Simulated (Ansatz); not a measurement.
Geometry optimisation, RKS PBE0-D4/def2-SVP (Ansatz 0.2.0).

Input file:

```yaml
crystal:
  periodic: [false, false, false]
  atoms:
    - { symbol: Sn, position_ang: [-0.726086, 0.482552, -0.98847] }
    - { symbol: Cl, position_ang: [-0.370295, -1.875708, -0.710211] }
    - { symbol: H, position_ang: [-1.624869, 0.578508, -2.441522] }
    - { symbol: H, position_ang: [-1.618479, 1.002074, 0.363225] }
    - { symbol: H, position_ang: [0.815042, 1.190542, -1.150111] }
    - { symbol: H, position_ang: [0.656672, -1.039562, 1.559171] }
    - { symbol: O, position_ang: [0.972371, -0.16308, 1.821229] }
    - { symbol: H, position_ang: [1.895642, -0.175325, 1.54659] }
basis:
  gaussian: { orbitals: def2-SVP }
hamiltonian:
  xc: pbe0
  dispersion: d4
relax:
  f_tol: 0.03
  max_steps: 50
```

Run as:

```bash
$ ansatz run input.yaml --threads 2 --pin off --max-ram 3072MiB --backend cpu --events-out ev --progress --plain --runs-dir out
```

**Question.** Where does it end, and by what steps?

**Answer.** The run converged. After 6 steps the energy has fallen by 0.040 eV; O7 moved furthest, 0.25 Å.

| step | energy less start (eV) | largest force component (eV/Å) | accepted |
| --- | --- | --- | --- |
| 0 | 0.0000 | 0.283 | yes |
| 1 | -0.0192 | 0.783 | yes |
| 2 | 0.0206 | 1.275 | no |
| 3 | -0.0367 | 0.152 | yes |
| 4 | -0.0387 | 0.120 | yes |
| 5 | -0.0400 | 0.055 | yes |
| 6 | -0.0403 | 0.018 | yes |

```xyz
8
Properties=species:S:1:pos:R:3
Sn -0.652 0.455 -0.861
Cl -0.360 -1.906 -0.627
H -1.530 0.540 -2.336
H -1.595 1.007 0.441
H 0.887 1.159 -1.066
H 0.619 -1.043 1.384
O 0.841 -0.129 1.616
H 1.790 -0.083 1.449
```

Whether the end is a true minimum wasn't checked by a vibrational analysis.

The run took 16 s on 2 threads of Arm Neoverse V1 (shared host), peak memory 0.18 GiB.
